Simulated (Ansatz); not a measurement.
MgSi-, multiplicity 4 (lowest of 2S+1 = 2, 4 at CCSD(T)/def2-TZVPP on PBE0 minima; our sources give no spin for the ground state, which may be another), most abundant isotopes (23.9850 and 27.9769 u). Constants from fifth-degree fits in 1/R to seven points on the lowest solution found; no spin–orbit coupling, no relativity up to Kr; ω_e x_e and α_e move by some per cent with the fit.

Correlated levels freeze the inner cores; with def2 sets outer-core shells near the valence are correlated too.

The values were computed with Ansatz (Gaussian basis) for Hartree–Fock, density functionals and correlated methods. Values without a source in brackets are computed.

```
level               r_e (Å)  ω_e (cm⁻¹)  ω_e x_e (cm⁻¹)  α_e (cm⁻¹)
------------------  -------  ----------  --------------  ----------
PBE/def2-TZVPP       2.6800       254.1            2.47     0.00207
CCSD(T)/def2-QZVPP   2.6958       238.6            2.06     0.00210
```

Q: Derive the rotational constants, the centrifugal constant, the fundamental, the zero-point energy and the force constant.

A: 
μ = 12.91382 u.
- PBE/def2-TZVPP: B_e = 16.8576/(μ r_e²) = 0.18175 cm⁻¹; B₀ = B_e − α_e/2 = 0.18071 cm⁻¹; D = 4B_e³/ω_e² = 3.72e-07 cm⁻¹; fundamental ω_e − 2ω_e x_e = 249 cm⁻¹; zero-point energy ω_e/2 − ω_e x_e/4 = 126 cm⁻¹; k = μ(2πcω_e)² = 49.1 N/m
- CCSD(T)/def2-QZVPP: B_e = 16.8576/(μ r_e²) = 0.17963 cm⁻¹; B₀ = B_e − α_e/2 = 0.17858 cm⁻¹; D = 4B_e³/ω_e² = 4.07e-07 cm⁻¹; fundamental ω_e − 2ω_e x_e = 234 cm⁻¹; zero-point energy ω_e/2 − ω_e x_e/4 = 119 cm⁻¹; k = μ(2πcω_e)² = 43.3 N/m

Ansatz is a first-principles code.
